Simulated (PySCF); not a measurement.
**Diatomics with 50 electrons**

CCSD(T) in PySCF with def2-SVPD on every atom (core potentials on Rb, Sr, Sn), for the lowest determinant that a PBE0 search found; no spin–orbit coupling. All have 50 electrons, 4 of them in the valence shells, and the same state, a singlet (closed shell). For ions De leads to the atom and ion picked by measured ionisation energies and electron affinities.

```tsv
species	difference of nuclear charges	Re (Å)	ωe (cm⁻¹)	k (mdyn/Å)	De (eV)	dissociates to
RbMg⁻	25	4.530	46.6	0.0239	0.17	Rb⁻ + Mg
NaSr⁻	27	4.199	70.0	0.0526	0.54	Na⁻ + Sr
SrMg	26	4.344	41.8	0.0194	0.09	Sr + Mg
SnH⁺	49	1.764	1801	1.91	2.67	Sn⁺ + H
```

Question: Which member of the whole set has the stiffest bond, and how does it compare with the softest?

Answer: SnH⁺ with k = 1.91 mdyn/Å, 99 times that of SrMg.

Correlated steps freeze the inner cores (1 to 4 orbitals); shallow outer-core shells are correlated. Weak bonds: RbMg⁻, SrMg. Basis-set superposition, not corrected here, can be much of De in a small basis, most of all at correlated wavefunction levels. These are scalar-relativistic numbers at best; spin–orbit coupling would shift them, the dissociation energy most. For an ion De counts to the pair picked by the measured ionisation energies or electron affinities, which need not be the lowest pair at this level. Where the molecule has an RHF reference, its open-shell atoms are computed with UHF. The CCSD T1 diagnostic is raised in RbMg⁻, a sign that a single reference may not be enough there.
